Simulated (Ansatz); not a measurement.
`[SiH3][CH2][AlH][TeH]` and `[SiH3][CH2][AlH][CH2]Cl` differ in one atom or group.

Ansatz, PBE0-D4/def2-TZVP geometries, multiplicity 1. Each molecule was computed in one conformer, which needn't be the lowest.

Elements past krypton have def2 core potentials.

| property | `[SiH3][CH2][AlH][TeH]` |
| --- | --- |
| size of the dipole moment (PBE/def2-TZVPP) / D | 1.19 |
| size of the dipole moment (B3LYP/def2-TZVPP) / D | 1.26 |
| HOMO–LUMO gap (PBE0/def2-TZVPP) / eV | 5.41 |
| HOMO–LUMO gap (B3LYP/def2-TZVPP) / eV | 5.02 |
| LUMO energy (B3LYP/def2-TZVPP) / eV | -1.51 |
| HOMO energy (B3LYP/def2-TZVPP) / eV | -6.53 |

Task: Give the same properties after the change, and the shifts. (Best estimate.)

Result: The calculation gave: 
| property | `[SiH3][CH2][AlH][CH2]Cl` | shift |
| --- | --- | --- |
| size of the dipole moment (PBE/def2-TZVPP) / D | 0.97 | -0.22 |
| size of the dipole moment (B3LYP/def2-TZVPP) / D | 0.89 | -0.37 |
| HOMO–LUMO gap (PBE0/def2-TZVPP) / eV | 7.24 | 1.83 |
| HOMO–LUMO gap (B3LYP/def2-TZVPP) / eV | 6.79 | 1.77 |
| LUMO energy (B3LYP/def2-TZVPP) / eV | -0.91 | 0.60 |
| HOMO energy (B3LYP/def2-TZVPP) / eV | -7.70 | -1.17 |

With PBE0 the HOMO falls by 1.16 eV and the LUMO rises by 0.68 eV, so the gap widens by about 1.84 eV. PBE moves the HOMO by -0.88 eV and ωB97M-V by -1.33 eV. Dipoles are sizes alone; their direction can turn.

B3LYP here is the variant with VWN-RPA as its local correlation; programs differ in this.

Spin–orbit coupling is left out; it splits and shifts lone-pair levels of the heavy atoms by tenths of an eV.
